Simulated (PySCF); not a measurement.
trans-(1R,2R)-1-chloro-2-methylcyclopropane (C4H7Cl), SMILES C[C@@H]1C[C@H]1Cl.

Geometry optimised at B3LYP-D3(BJ)/def2-SVP.

Two levels are set side by side: TDDFT-PBE/def2-SVPD (PySCF) and TDDFT-CAM-B3LYP/def2-SVPD (PySCF). Vertical, same geometry. The lowest singlet is HOMO→LUMO 98 % with PBE and HOMO→LUMO+1 46 %, HOMO→LUMO 38 % with the other functional; states are paired by order. Differences are taken from unrounded values.

```
quantity                              TDDFT-PBE
------------------------------------  ---------
lowest singlet excitation (eV)             6.19
lowest triplet excitation (TDA) (eV)       5.65
```

**Question.** These are the TDDFT-PBE values. What does TDDFT-CAM-B3LYP give? (An estimate is asked for; the answer gives what the named calculation found.)

**Answer.** 
```csv
quantity,TDDFT-CAM-B3LYP,TDDFT-PBE minus TDDFT-CAM-B3LYP
lowest singlet excitation (eV),6.79,-0.61
lowest triplet excitation (TDA) (eV),6.16,-0.51
```

A lower first singlet is the usual sign of a functional without exact exchange. Differences between two approximate levels are no errors against the true value.

Rough cost on one machine, each run with all the roots and properties that it gave: TDDFT-CAM-B3LYP against TDDFT-PBE about 7 times.
